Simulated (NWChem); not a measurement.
**Atomisation of H$_{3}$AlCl$_{3}$N**

```
Al
N 1 2.0139
H 2 1.0224 1 110.59
H 2 1.0224 3 108.33 1 121.34
H 2 1.0225 3 108.33 4 117.31
Cl 1 2.1216 2 100.79 3 -120.00
Cl 1 2.1217 2 100.79 3 119.99
Cl 1 2.1217 2 100.79 3 0.00
```
Charge 0, spin multiplicity 1.

Program: NWChem. The geometry was optimised at PBE0/def2-SVP, a minimum by its harmonic frequencies.

Basis set: def2-TZVP. The atomisation energy is electronic alone: no zero-point, thermal, spin-orbit or counterpoise terms. No value is extrapolated to the basis-set limit. Free atoms are single determinants with multiplicities Al 2, Cl 2, N 4, H 2. Correlated methods freeze the same cores in atoms and molecule, 21 orbitals in all.

The structure started from a generated list of species. No SCF solution was tested for a lower state. Open-shell Hartree-Fock references start from PBE0 orbitals.

**Question.** For the atomisation energy, M06-2X gives 646.4 kcal/mol and PBE gives 642.5 kcal/mol. What do TPSS, HF, MP2 give?

**Answer.** TPSS: 638.8 kcal/mol; HF: 478.1 kcal/mol; MP2: 636.5 kcal/mol.
